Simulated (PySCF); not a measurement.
CH4ClFSi, SMILES C[SiH](F)Cl. Heavy atoms are numbered as in [SiH:1]([CH3:2])([F:3])[Cl:4]. Hydrogens are named by the atom that carries them.

Coordinates come from a ωB97X-D3(BJ)/def2-SVP optimisation.

Level of theory: PySCF with B3LYP/def2-TZVP.

ESP charges are fitted to the potential on shells at 1.4 to 2.0 van der Waals radii. Atomic charges (e), one atom of each kind:

```json
[
 {"atom": "Si1 (SiH)", "Mulliken": "0.69", "ESP fit": "0.64", "IAO": "1.28"},
 {"atom": "C2 (CH3)", "Mulliken": "-0.45", "ESP fit": "[?]", "IAO": "-0.76"},
 {"atom": "F3", "Mulliken": "-0.33", "ESP fit": "-0.27", "IAO": "-0.54"},
 {"atom": "Cl4", "Mulliken": "-0.25", "ESP fit": "[?]", "IAO": "-0.33"},
 {"atom": "H on Si1", "Mulliken": "-0.06", "ESP fit": "[?]", "IAO": "-0.16"},
 {"atom": "H on C2", "Mulliken": "0.13", "ESP fit": "0.19", "IAO": "0.16"}
]
```

Problem. What belongs in the gaps? (The exact figures need the calculation; the answer reports its results.)

Solution. 
- C2 (CH3), ESP fit: -0.61
- Cl4, ESP fit: -0.19
- H on Si1, ESP fit: -0.09

Problem. Give the Mayer and Wiberg (Löwdin basis) orders of the bonds. (An estimate is asked for; the answer gives what the named calculation found.)

Solution. 
```
bond     Mayer  Wiberg
-------  -----  ------
Si1–C2    1.01    1.26
Si1–F3    1.07    1.69
Si1–Cl4   1.15    1.83
```
